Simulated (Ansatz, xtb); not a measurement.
## C5H7NO: 3 structures ranked

3 gas-phase structures of C5H7NO, from a drawn sample of its isomers (lower ones may exist). Each was relaxed with GFN2-xTB:

A. `CO[C@@H]1C[C@@H]1C#N`, a singlet
B. `COC1(C#N)CC1`, a singlet
C. `CO[C@@H]1C[C@H]1C#N`, a singlet

Task: Make a reasoned guess at their ranking by r2SCAN-D4/def2-SVP single-point energy.

Result: Calculated order at r2SCAN-D4/def2-SVP: C (0.000), A (0.010), B (0.080) eV. Less than 1 kcal/mol parts C and A, so the order within that pair means little.

Energies above the lowest of each column, in eV; the last columns are at B3LYP-D3(BJ)/def2-SVP geometries:

```tsv
structure	GFN2-xTB	HF/STO-3G	r2SCAN-D4/def2-SVP	B3LYP-D3(BJ)/def2-SVP	CCSD(T)/def2-SVP + ΔMP2/def2-TZVPP
C	0.000	0.000	0.000	0.000	0.000
A	0.037	0.037	0.010	0.012	0.018
B	0.101	0.052	0.080	0.084	0.057
```

Every level run on C puts it lowest or level with the lowest. Flexible structures stand in one conformer each, not always the lowest. ΔMP2 is the change of the MP2 energy from the smaller to the larger basis.

Programs: Ansatz 0.2.0, xtb 6.7.1.
